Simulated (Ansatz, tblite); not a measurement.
Removing and adding an electron: `c1csc(-c2cnc(-c3cnc(-c4cnc(-c5cncs5)s4)s3)s2)n1`. Charge 0, multiplicity 1. Geometry: r2SCAN-D4/def2-SVP. Ansatz, gas phase; energy differences of separate SCF runs; the oxidised species was run as a doublet alone; the reduced species was run as a doublet alone.

```xyz
32

C    -3.7610    5.0481   -5.3401
C    -3.0774    4.2455   -6.2265
S    -2.1746    3.0612   -5.3619
C    -2.7871    3.7374   -3.8570
C    -2.4281    3.2103   -2.5635
C    -2.8599    3.6833   -1.3286
N    -2.3941    3.0334   -0.2429
C    -1.5926    2.0425   -0.5758
C    -0.9553    1.1838    0.3849
C    -1.0798    1.2626    1.7704
N    -0.3904    0.3522    2.4842
C     0.2910   -0.4640    1.7057
C     1.1137   -1.5308    2.2064
C     1.3136   -1.8582    3.5455
N     2.1300   -2.9028    3.7878
C     2.5948   -3.4274    2.6740
C     3.4900   -4.5562    2.6390
C     3.9883   -5.2501    3.7350
N     4.8207   -6.2846    3.4511
C     4.9850   -6.4162    2.1647
S     4.1194   -5.2651    1.1837
S     2.0254   -2.6264    1.2121
S     0.1060   -0.1334   -0.0153
S    -1.3663    1.8577   -2.3130
N    -3.5952    4.7603   -4.0227
H    -4.4086    5.8774   -5.6356
H    -3.0597    4.2898   -7.3150
H    -3.5385    4.5330   -1.2296
H    -1.6986    2.0160    2.2623
H     0.8418   -1.3080    4.3623
H     3.7368   -4.9934    4.7659
H     5.6105   -7.1781    1.6923
```

The xTB rows come from tblite. Single mean-field runs in def2-TZVP are fitted with def2-universal-jkfit.

```json
{"level": "GFN2-xTB", "−HOMO (eV)": "10.49", "vertical IE (eV)": "12.12", "−LUMO (eV)": "8.86", "vertical EA (eV)": "7.25", "HOMO–LUMO gap (eV)": "1.64", "IE − EA (eV)": "4.87"}
{"level": "PBE-D4/def2-TZVP", "−HOMO (eV)": "5.23", "vertical IE (eV)": "6.83", "−LUMO (eV)": "3.52", "vertical EA (eV)": "2.02", "HOMO–LUMO gap (eV)": "1.71", "IE − EA (eV)": "4.81"}
```

Problem. Estimate the rows for GFN1-xTB, PBE0-D4/def2-TZVP.

Solution. 
```csv
level,−HOMO (eV),vertical IE (eV),−LUMO (eV),vertical EA (eV),HOMO–LUMO gap (eV),IE − EA (eV)
GFN1-xTB,10.74,12.42,9.10,7.40,1.64,5.02
PBE0-D4/def2-TZVP,5.98,7.07,2.95,1.93,3.03,5.14
```

   Raw xTB energy differences between charge states are shifted by several eV; the methods need an empirical correction for them. Sets without diffuse functions give affinities that are too small.
